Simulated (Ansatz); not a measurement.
**CH4ClFGe: where a starting geometry ends**

The starting geometry of this gas-phase singlet was optimised with GFN2-xTB; its bonds are those of `F[CH2][GeH2][Cl]`.

```xyz
8

C     0.1715   -0.6587    1.0934
Cl   -0.8613    1.5179   -1.1217
F     0.2239   -1.0450    2.4118
Ge   -0.8819    1.0319    0.9196
H    -0.2851   -1.4828    0.5367
H     1.2044   -0.5337    0.7551
H    -2.3084    0.8433    1.3736
H    -0.2561    2.1572    1.7059
```

Question: Where would you expect an optimisation with PBE-D3(BJ)/def2-SVP to take it?

Answer: It keeps its bonds, and is `F[CH2][GeH2][Cl]`.

The energy falls by 0.14 eV over 7 steps:

| step | E − E(last) (eV) |
| --- | --- |
| 1 | 0.137 |
| 2 | 0.005 |
| 3 | 0.001 |
| 4 | 0.000 |
| 5 | 0.000 |
| 6 | 0.000 |
| 7 | 0.000 |

Final geometry (Å):

| atom | x (Å) | y (Å) | z (Å) |
| --- | --- | --- | --- |
| C | 0.1748 | -0.6672 | 1.1092 |
| Cl | -0.8685 | 1.5314 | -1.1810 |
| F | 0.1954 | -1.0261 | 2.4512 |
| Ge | -0.8708 | 1.0099 | 0.9421 |
| H | -0.2956 | -1.4741 | 0.5057 |
| H | 1.2120 | -0.5107 | 0.7401 |
| H | -2.3399 | 0.7999 | 1.3842 |
| H | -0.2003 | 2.1669 | 1.7231 |

Frequencies at the end are all real (lowest 61 cm⁻¹). Run with Ansatz 0.2.0, 37 s on 1 thread of Intel(R) Xeon(R) Processor @ 2.50GHz (Skylake/Cascade Lake) (shared host).
